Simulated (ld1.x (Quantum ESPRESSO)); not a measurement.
## Before and after: TM potential for rhodium (Rh)

- Element: rhodium (Rh)
- Generator: ld1.x (Quantum ESPRESSO) 7.5
- Type: norm-conserving Troullier–Martins (Kleinman–Bylander form)
- Functional: PBE
- Relativity: scalar-relativistic
- Frozen core: [Ar] 3d10
- Valence charge: 17
- Reference configuration: 4s2 4p6 4d7.5 5s0 5p0 (charge +1.5)
- Partial waves: 4s (bound): rc 1.45 bohr; 4p (bound): rc 1.50 bohr; 4d (bound): rc 1.85 bohr
- Local potential: all-electron potential smoothed inside 1.45 bohr (lloc = -1)
- Core correction: none

Change: all radii scaled by about 1.31 (s 1.90, p 1.96, d 2.42 bohr); local potential all-electron potential smoothed inside 1.90 bohr (lloc = -1).

Cutoffs: the cutoffs (Ry, on a coarse ladder) from which the occupation-weighted sum of valence levels, in a spherical-Bessel basis at the reference potential, stays within 10 and 1 mRy of its value at 400 Ry; they do not see the model core or the augmentation charge, which bear on the density cutoff. Errors are all-electron minus pseudo energies relative to the spin-unpolarised reference configuration.

Problem. How do hardness, ghosts and transferability respond?

Solution. The potential gets softer (70 Ry and 110 Ry → 40 Ry and 70 Ry); a bound ghost appears in s, which as a rule spoils a file; the number of tests that count goes from 7 to 5; of the 5 tests that both files solve, the error grows in 4 and shrinks in 1 by more than 15 % and 0.3 meV (median size 0.7 → 31.1 meV). A larger radius leaves more room for a smooth pseudo-wave, so fewer plane waves are needed.

```tsv
quantity	base	changed
cutoff, loose	70 Ry	40 Ry
cutoff, tight	110 Ry	70 Ry
loose cutoff by channel (10 mRy a level)	s 45 Ry, p 30 Ry, d 45 Ry	s 15 Ry, p 30 Ry, d 35 Ry
bound ghosts	none	s
tests counted (converged, no solver errors)	7 of 7	5 of 7
error for 4s2 4p6 4d8 5s0 5p0, meV [ΔE -8.23 eV]	+0.1	-0.5
error for 4s2 4p6 4d7 5s0 5p0, meV [ΔE 11.28 eV]	-0.7	+0.3
error for 4s2 4p6 4d6 5s0 5p0, meV [ΔE 43.78 eV]	+0.6	+31
error for 4s2 4p6 4d7 5s1 5p0, meV [ΔE -4.57 eV]	+222	+6014
error for 4s2 4p6 4d5 5s0 5p0, meV [ΔE 90.73 eV]	+19	+188
```

Changed file: Tests not counted: 4s2 4p6 4d8 5s1 5p0 (solver errors, printed error -2947 eV); 4s2 4p6 4d7 5s1 5p1 (solver errors, printed error -2936 eV). These tests converged, but a pseudo level misses the all-electron one widely, so the file describes the atom poorly there or has found another state: 4s2 4p6 4d8 5s0 5p0: empty 5s by 3.2 eV; 4s2 4p6 4d7 5s0 5p0: empty 5s by 5.9 eV; 4s2 4p6 4d6 5s0 5p0: empty 5s by 8.9 eV; 4s2 4p6 4d7 5s1 5p0: 5s by 4.7 eV; 4s2 4p6 4d5 5s0 5p0: empty 5s by 12.2 eV. A true bound ghost makes a file unfit for plane-wave use even where its test errors are small: the radial tests pick states by their node count and pass the ghost by. Where a test does run into it, the solver fails or the error is huge.
